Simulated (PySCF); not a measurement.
Cl6Y2. Atoms are numbered in the order given.

```xyz
8

Y      0.0000     0.0000     1.9719
Y      0.0000     0.0000    -1.9719
Cl    -1.7587     0.0000     0.0000
Cl     1.7587     0.0000     0.0000
Cl     0.0000    -2.0690     3.2369
Cl     0.0000     2.0690     3.2369
Cl     0.0000    -2.0690    -3.2369
Cl     0.0000     2.0690    -3.2369
```

Geometry optimised at PBE0-D3(BJ)/def2-SVP. The spin state was assumed, not searched. The def2 effective core potentials stand for the cores of Y; spin–orbit coupling is left out. One conformer was computed; it need not be the lowest.

Computed with PBE0-D3(BJ)/def2-SVP (PySCF 2.14.0).

Frequencies are harmonic and unscaled.

```tsv
mode	ν (cm⁻¹)	IR (km/mol)	moving atoms (share of kinetic energy)
1	17	1.0	Cl 99 %
2	35	0.0	Cl 100 %
3	46	0.0	Cl 63 %, Y 37 %
4	52	23.7	Cl 78 %, Y 22 %
5	63	0.0	Cl 93 %
6	66	0.0	Cl 54 %, Y 46 %
7	68	0.0	Cl 100 %
8	80	9.1	Cl 87 %, Y 13 %
9	97	5.3	Cl 86 %, Y 14 %
10	121	0.0	Y 53 %, Cl 47 %
11	220	0.0	Cl 75 %, Y 25 %
12	259	125.9	Cl 82 %, Y 18 %
13	263	0.0	Cl 89 %, Y 11 %
14	270	65.5	Cl 67 %, Y 33 %
15	361	172.0	Cl 77 %, Y 23 %
16	376	0.0	Cl 72 %, Y 28 %
17	394	0.0	Cl 62 %, Y 38 %
18	399	219.5	Cl 61 %, Y 39 %
```
